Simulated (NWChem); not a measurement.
System: ZrCl$_{4}$; SMILES [Cl][Zr]([Cl])([Cl])[Cl]

Excerpt of the output:

```
             Northwest Computational Chemistry Package (NWChem) 7.3.0
             --------------------------------------------------------

 D2D symmetry detected

                             Geometry "geometry" -> ""
                             -------------------------

 Output coordinates in angstroms (scale by  1.889725989 to convert to a.u.)

  No.       Tag          Charge          X              Y              Z
 ---- ---------------- ---------- -------------- -------------- --------------
    1 Zr                  40.0000     0.00000000     0.00000000     0.00000000
    2 Cl                  17.0000    -1.34118485     1.34118485    -1.34122900
    3 Cl                  17.0000     1.34118485    -1.34118485    -1.34122900
    4 Cl                  17.0000     1.34118485     1.34118485     1.34122900
    5 Cl                  17.0000    -1.34118485    -1.34118485     1.34122900

 Effective nuclear repulsion energy (a.u.)     861.4932306886

      Symmetry information
      --------------------

 Group name             D2d
 Group number             32
 Group order               8
 No. of unique centers     2

 Summary of "ao basis" -> "ao basis" (spherical)
 ------------------------------------------------------------------------------
       Tag                 Description            Shells   Functions and Types
 ---------------- ------------------------------  ------  ---------------------
 Zr                         def2-svp                11       31   5s3p2d1f
 Cl                         def2-svp                 8       18   4s3p1d

      Symmetry analysis of basis
      --------------------------

        a1         21
        a2          6
        b1          7
        b2         19
        e          50

            General Information
            -------------------
          SCF calculation type: DFT
          Wavefunction type:  closed shell.
          No. of atoms     :     5
          No. of electrons :    80
           Alpha electrons :    40
            Beta electrons :    40
          Charge           :     0
          Spin multiplicity:     1
          Use of symmetry is: on ; symmetry adaption is: on
          Maximum number of iterations: 150
          AO basis - number of functions:   103
                     number of shells:    43
          Convergence on energy requested:  1.00D-06
          Convergence on density requested:  1.00D-05
          Convergence on gradient requested:  5.00D-04

              XC Information
              --------------
          PerdewBurkeErnzerhof Exchange Functional  1.000
            Perdew 1991 LDA Correlation Functional  1.000 local
           PerdewBurkeErnz. Correlation Functional  1.000 non-local

             Grid Information
             ----------------
          Grid used for XC integration:  medium
          Radial quadrature: Mura-Knowles
          Angular quadrature: Lebedev.
          Tag              B.-S. Rad. Rad. Pts. Rad. Cut. Ang. Pts.
          ---              ---------- --------- --------- ---------
          Zr                  1.55      123          10.0       590
          Cl                  1.00       88          10.0       590
          Grid pruning is: on
          Number of quadrature shells:   211
          Spatial weights used:  Erf1

      Superposition of Atomic Density Guess
      -------------------------------------

 Sum of atomic energies:       -1890.79356147

      Non-variational initial energy
      ------------------------------

 Total energy =   -1884.159278
 1-e energy   =   -3470.253523
 2-e energy   =    1158.325636
 HOMO         =      -0.452729
 LUMO         =       0.006639

      Symmetry analysis of molecular orbitals - initial
      -------------------------------------------------

  Numbering of irreducible representations:

     1 a1          2 a2          3 b1          4 b2          5 e

  Orbital symmetries:

     1 a1          2 b2          3 e           4 e           5 a1
     6 b2          7 e           8 e           9 a1         10 e
    11 e          12 b2         13 a1         14 b1         15 e
    16 e          17 b2         18 a2         19 e          20 e
    21 a1         22 b2         23 e          24 e          25 a1
    26 e          27 e          28 b2         29 a1         30 a1
    31 b1         32 e          33 e          34 b2         35 b2
    36 e          37 e          38 a2         39 e          40 e
    41 a1         42 b1         43 a1         44 b2         45 e
    46 e          47 b2         48 e          49 e          50 a1

     ---------------------------------------------
      Total Density - Mulliken Population Analysis
     ---------------------------------------------

    Atom       Charge   Shell Charges
 -----------   ------   -------------------------------------------------------
    1 Zr  12     9.81  -0.47  1.58  0.90  0.35  0.03  5.81  0.37  0.12  0.75  0.31  0.07
    2 Cl  17    17.55   2.00  1.99  1.23  0.72  5.94  2.23  3.43  0.01
    3 Cl  17    17.55   2.00  1.99  1.23  0.72  5.94  2.23  3.43  0.01
    4 Cl  17    17.55   2.00  1.99  1.23  0.72  5.94  2.23  3.43  0.01
    5 Cl  17    17.55   2.00  1.99  1.23  0.72  5.94  2.23  3.43  0.01

 !! scf_movecs_sym_adapt:    3 vectors were symmetry contaminated

  Symmetry fudging

   convergence    iter        energy       DeltaE   RMS-Dens  Diis-err
 ---------------- ----- ----------------- --------- --------- ---------
 d= 0,ls=0.0,diis     1  -1886.5976756064 -2.31D+03  4.68D-02  1.60D+00

 !! scf_movecs_sym_adapt:    2 vectors were symmetry contaminated

  Symmetry fudging
 d= 0,ls=0.0,diis     2  -1880.7165473055  5.88D+00  3.56D-02  4.51D+01

 !! scf_movecs_sym_adapt:    5 vectors were symmetry contaminated

  Symmetry fudging
 d= 0,ls=0.0,diis     3  -1886.8276843063 -6.11D+00  3.08D-03  2.49D-01
 d= 0,ls=0.0,diis     4  -1886.8630121485 -3.53D-02  6.04D-04  4.31D-03

 !! scf_movecs_sym_adapt:    3 vectors were symmetry contaminated

  Symmetry fudging
 d= 0,ls=0.0,diis     5  -1886.8635747974 -5.63D-04  1.49D-04  4.32D-04

 !! scf_movecs_sym_adapt:    1 vectors were symmetry contaminated

  Symmetry fudging
  Resetting Diis
 d= 0,ls=0.0,diis     6  -1886.8636327901 -5.80D-05  3.44D-05  1.26D-05
 d= 0,ls=0.0,diis     7  -1886.8636345609 -1.77D-06  1.36D-05  2.00D-07

 !! scf_movecs_sym_adapt:    1 vectors were symmetry contaminated

  Symmetry fudging
 d= 0,ls=0.0,diis     8  -1886.8636342616  2.99D-07  1.03D-05  2.15D-06

 !! scf_movecs_sym_adapt:    3 vectors were symmetry contaminated

  Symmetry fudging
 d= 0,ls=0.0,diis     9  -1886.8636345919 -3.30D-07  2.11D-07  1.06D-09

         Total DFT energy =    -1886.863634591950
      One electron energy =    -3472.772874341754
           Coulomb energy =     1276.348979177028
    Exchange-Corr. energy =     -118.208348166412
 Nuclear repulsion energy =      427.768608739188

 Numeric. integr. density =       80.000001435238

                  Occupations of the irreducible representations
                  ----------------------------------------------

                     irrep           alpha         beta
                     --------     --------     --------
                     a1                8.0          8.0
                     a2                2.0          2.0
                     b1                2.0          2.0
                     b2                8.0          8.0
                     e                20.0         20.0

                       DFT Final Molecular Orbital Analysis
                       ------------------------------------

 Vector   38  Occ=2.000000D+00  E=-3.038099D-01  Symmetry=a2
              MO Center=  6.7D-14,  2.5D-13, -4.0D-14, r^2= 6.4D+00
   Bfn.  Coefficient  Atom+Function         Bfn.  Coefficient  Atom+Function
  ----- ------------  ---------------      ----- ------------  ---------------
    42      0.231668  2 Cl px                43      0.231668  2 Cl py
    60     -0.231668  3 Cl px                61     -0.231668  3 Cl py
    78      0.231668  4 Cl px                79     -0.231668  4 Cl py
    96     -0.231668  5 Cl px                97      0.231668  5 Cl py
    39      0.173449  2 Cl px                40      0.173449  2 Cl py

 Vector   39  Occ=2.000000D+00  E=-3.038092D-01  Symmetry=e
              MO Center= -9.8D-15,  2.0D-14, -6.4D-01, r^2= 6.0D+00
   Bfn.  Coefficient  Atom+Function         Bfn.  Coefficient  Atom+Function
  ----- ------------  ---------------      ----- ------------  ---------------
    44      0.325442  2 Cl pz                62     -0.325442  3 Cl pz
    41      0.243658  2 Cl pz                59     -0.243658  3 Cl pz
    43      0.181610  2 Cl py                61      0.181610  3 Cl py
    79     -0.181596  4 Cl py                97     -0.181596  5 Cl py
    42     -0.143854  2 Cl px                60     -0.143854  3 Cl px

 Vector   40  Occ=2.000000D+00  E=-3.038092D-01  Symmetry=e
              MO Center= -8.3D-14, -4.9D-14,  6.4D-01, r^2= 6.0D+00
   Bfn.  Coefficient  Atom+Function         Bfn.  Coefficient  Atom+Function
  ----- ------------  ---------------      ----- ------------  ---------------
    80      0.325442  4 Cl pz                98     -0.325442  5 Cl pz
    77      0.243658  4 Cl pz                95     -0.243658  5 Cl pz
    42      0.181596  2 Cl px                60      0.181596  3 Cl px
    78     -0.181610  4 Cl px                96     -0.181610  5 Cl px
    43      0.143836  2 Cl py                61      0.143836  3 Cl py

[...]
```

Level: PBE/def2-SVP with def2 effective core potentials on Zr. The geometry was optimised at PBE0/def2-SVP. Not confirmed as a minimum by frequencies. def2 effective core potentials on Zr; no spin-orbit coupling.

**Question.** Write an input that gives this output.

**Answer.** This is not unique; one that fits is the input that was run:
```
start job
memory heap 200 mb stack 900 mb global 1100 mb
geometry units angstroms noautoz
  Zr     0.000000     0.000000     0.000000
  Cl    -1.540434     1.106624    -1.341229
  Cl     1.540434    -1.106624    -1.341229
  Cl     1.106624     1.540434     1.341229
  Cl    -1.106624    -1.540434     1.341229
end
basis spherical
  * library def2-svp
end
ecp
  Zr library def2-ecp
end
dft
  xc xpbe96 cpbe96
  iterations 150
  mulliken
end
task dft energy
```
